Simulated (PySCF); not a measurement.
C2H6ClSn, doublet, at a GFN2-xTB geometry (such geometries of metal compounds can be far from the true shape) (the spin is typed, not shown lowest) (core potentials on Sn). Base run: M062X/def2-SVP in PySCF.

PySCF was given this input:
```python
from pyscf import gto, scf, dft

mol = gto.Mole()
mol.atom = '''
    Sn   -0.32957796    0.23602977    0.25975969
    C    -1.64327838   -1.40306982   -0.73696367
    H    -1.11988894   -1.66663730   -1.64973902
    H    -2.62897012   -1.01339805   -0.96369662
    H    -1.72080176   -2.26965413   -0.08994682
    C     0.20993063    1.84047730   -1.33415105
    H     0.52437768    1.27617614   -2.20544543
    H     1.02468414    2.46197206   -0.98026560
    H    -0.65419935    2.45088516   -1.56934430
    Cl    1.74434016   -0.92148691    0.40571420
'''
mol.basis = 'def2-svp'
mol.ecp = {'Sn': 'def2-svp'}
mol.spin = 1
mol.verbose = 5
mol.build()

mf = dft.UKS(mol)
mf.xc = 'm062x'
mf.kernel()
```

Each row names what was changed in the base input (with any setting that the change needs).

```json
[
 {"change": "base", "ΔE vs base (mEh)": "0.000", "fitting functions": "-", "dipole (D)": "3.09", "outcome": "converged"},
 {"change": "auxbasis = def2-universal-jfit", "ΔE vs base (mEh)": "2873.3", "fitting functions": "273", "dipole (D)": "3.04", "outcome": "converged"},
 {"change": "auxbasis = cc-pvtz-jkfit", "ΔE vs base (mEh)": "-", "fitting functions": "-", "dipole (D)": "-", "outcome": "input refused"},
 {"change": "exchange = seminumerical (SGX) (with mf = sgx.sgx_fit(mf, auxbasis='def2-universal-jfit'); with mf.with_df.dfj = True)", "ΔE vs base (mEh)": "-0.392", "fitting functions": "273", "dipole (D)": "3.09", "outcome": "converged"},
 {"change": "auxbasis = def2-svp-ri", "ΔE vs base (mEh)": "-", "fitting functions": "-", "dipole (D)": "-", "outcome": "input refused"},
 {"change": "auxbasis = autoaux", "ΔE vs base (mEh)": "0.087", "fitting functions": "739", "dipole (D)": "3.09", "outcome": "converged"},
 {"change": "auxbasis = default (with mf = mf.density_fit())", "ΔE vs base (mEh)": "0.013", "fitting functions": "604", "dipole (D)": "3.09", "outcome": "converged"},
 {"change": "auxbasis = cc-pvqz-jkfit", "ΔE vs base (mEh)": "-", "fitting functions": "-", "dipole (D)": "-", "outcome": "input refused"},
 {"change": "auxbasis = def2-universal-jkfit", "ΔE vs base (mEh)": "0.013", "fitting functions": "604", "dipole (D)": "3.09", "outcome": "converged"},
 {"change": "auxbasis = even-tempered beta=3.0", "ΔE vs base (mEh)": "-43.878", "fitting functions": "531", "dipole (D)": "3.09", "outcome": "converged"}
]
```

A fitting set is made for a task (jfit for Coulomb, jkfit for Coulomb and exchange, ri for correlation) and for a family of orbital bases.

Open shells are given as the SCF converged; they aren't shown to be the lowest states, and a large step between rows can be another state.

- auxbasis = cc-pvtz-jkfit: ended with `pyscf.lib.exceptions.BasisNotFoundError: Basis set not found for Sn in cc-pvtz-jkfit`
- auxbasis = def2-svp-ri: ended with `pyscf.lib.exceptions.BasisNotFoundError: Basis set not found for Sn in def2-svp-ri`
- auxbasis = cc-pvqz-jkfit: ended with `pyscf.lib.exceptions.BasisNotFoundError: Basis set not found for Sn in cc-pvqz-jkfit`
